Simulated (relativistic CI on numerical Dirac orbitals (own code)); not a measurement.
# Radial parameters of Ta40+

These numbers are calculated, not measured: Dirac-Coulomb-Breit CI, KLI orbitals optimised for each configuration, model QED, unscaled Slater integrals (own radial code, finite nucleus).

Slater integrals F^k, G^k are unscaled and averaged over j, outside the closed core [Ar] 3d10; ζ comes from projecting the Hamiltonian with its Breit term on Σ l·s of the shell.

- 4s2.4p3: F^2(4p,4p) = 244670, ζ(4p) = 478710 cm⁻¹; <r>(4p) = 0.4164, <r^2>(4p) = 0.1963 (bohr units).
- 4s.4p4: F^2(4p,4p) = 244620, G^1(4s,4p) = 320050, ζ(4p) = 478420 cm⁻¹; <r>(4s) = 0.4066, <r^2>(4s) = 0.186, <r>(4p) = 0.4165, <r^2>(4p) = 0.1964 (bohr units).
- 4s2.4p2.4d: F^2(4p,4p) = 244600, ζ(4p) = 479330, F^2(4p,4d) = 241250, G^1(4p,4d) = 297640, G^3(4p,4d) = 191370, ζ(4d) = 60365 cm⁻¹; <r>(4p) = 0.4165, <r^2>(4p) = 0.1964, <r>(4d) = 0.4141, <r^2>(4d) = 0.196 (bohr units).

Averages of the first 10 configurations, taken without configuration mixing, which lowers the lowest level and can move excited configurations by several eV; other configurations of the list can lie among them:

```tsv
Configuration	Parity	States	Average energy above the lowest level (eV)
4s2.4p3	odd	20	92.1
4s.4p4	even	30	253.6
4s2.4p2.4d	even	150	288.8
4p5	odd	6	425.9
4s.4p3.4d	odd	400	445.4
4s2.4p2.4f	odd	210	472.3
4s.4p3.4f	even	560	629.2
4p4.4d	even	150	613.0
4s.4p2.4d2	even	1350	640.5
4s2.4p.4d.4f	even	840	669.6
```
